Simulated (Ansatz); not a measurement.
`CO[SiH2][AlH][CH3]` → `[CH3][AlH][SiH3]` + `C=O`  (β-hydride elimination)

Computed with Ansatz on PBE0-D4/def2-TZVP structures; ΔE is electronic, products minus reactants. CBS: MP2 limit from def2 TZ/QZ plus the TZ coupled-cluster correction, frozen cores. This one scheme is used for every species. DFT in def2-TZVPP. B3LYP here is the variant with VWN-RPA as its local correlation; programs differ in this. One conformer a species, not always the lowest.

`CO[SiH2][AlH][CH3]`:

Cartesian coordinates in Å:
```
C 1.252 -1.481 0.928
O -0.140 -1.603 1.071
Si -1.094 -0.273 1.345
Al -1.021 1.362 -0.512
C 0.104 1.070 -2.084
H 1.521 -0.780 0.125
H 1.662 -2.461 0.675
H 1.724 -1.137 1.856
H -0.692 0.368 2.641
H -2.464 -0.823 1.552
H -1.904 2.687 -0.408
H -0.321 1.516 -2.988
H 0.294 0.010 -2.275
H 1.081 1.545 -1.927
```

`[CH3][AlH][SiH3]`:

```xyz
10

C     1.856    0.438    0.048
Al    0.311   -0.679    0.471
Si   -1.939   -0.052   -0.305
H     2.618   -0.146   -0.479
H     1.614    1.309   -0.563
H     2.328    0.794    0.971
H     0.528   -2.002    1.332
H    -1.978    0.061   -1.794
H    -2.328    1.288    0.227
H    -3.009   -1.011    0.092
```

`C=O`:

Z-matrix (Å, degrees):
```
C
O 1 1.195
H 1 1.109 2 122.0
H 1 1.109 2 122.0 3 -180.0
```

```tsv
level	ΔE (eV)
PBE-D4	1.77
B3LYP-D4	1.79
PBE	1.68
B3LYP	1.65
HF/def2-QZVPP	1.64
SCS-MP2/def2-QZVPP	1.82
HF/CBS(def2)	1.65
CCSD/CBS(def2)	1.87
```

(1) What does CCSD(T)/CBS give? (Best estimate.)

Largest T1 diagnostic among the species: 0.015.

Results:

(1) Ansatz gave: +1.86 eV. The listed levels differ from it by -0.09, -0.07, -0.18, -0.21, -0.22, -0.04, -0.21, 0.01 eV.

The D4 term adds +0.14 eV with B3LYP and +0.08 eV with PBE0; it sums over pairs of atoms, weighted by their polarisabilities, and B3LYP, whose exchange is more repulsive, gets the larger term. From PBE to PBE0 (25 % exact exchange), in def2-TZVPP and without D4, ΔE moves by +0.15 eV.
